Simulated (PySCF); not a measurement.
**Ionisation energy of Br(23+) by level of theory**

Br(23+) [Ne] 3s2 (1S) → Br(24+) [Ne] 3s1 (2S), as a difference of total energies. Computed with PySCF 2.14 in an uncontracted even-tempered set (18 s from 2.7 bohr⁻², ratio 2.5; 11 p from 3.5 bohr⁻², ratio 2.5; 5 d from 13 bohr⁻², ratio 2.7; 4 f from 20 bohr⁻², ratio 2.7), with the spin-free X2C one-electron Hamiltonian (Gaussian nucleus). Correlated levels: outer shells: 1s2 frozen; virtual orbitals above 40 to 60 times the deepest correlated orbital energy dropped. The calculations carry no spin-orbit coupling.

| method | ionisation energy (eV) |
| --- | --- |
| UHF | 1065.7 |
| MP2 (outer shells) | 1068.5 |
| SCS-MP2 (outer shells) | 1068.8 |
| CCSD (outer shells) | 1069.2 |
| CCSD(T) (outer shells) | 1069.2 |

How much does correlation contribute at CCSD(T) (outer shells)?

1069.2 − (1065.7) = 3.5 eV, measured against UHF.

Breit and QED terms and the two-electron picture change are absent.

For comparison: 1070.6 ± 1.4 eV (semi-empirical (NIST evaluation); NIST Atomic Spectra Database, ionization energies).
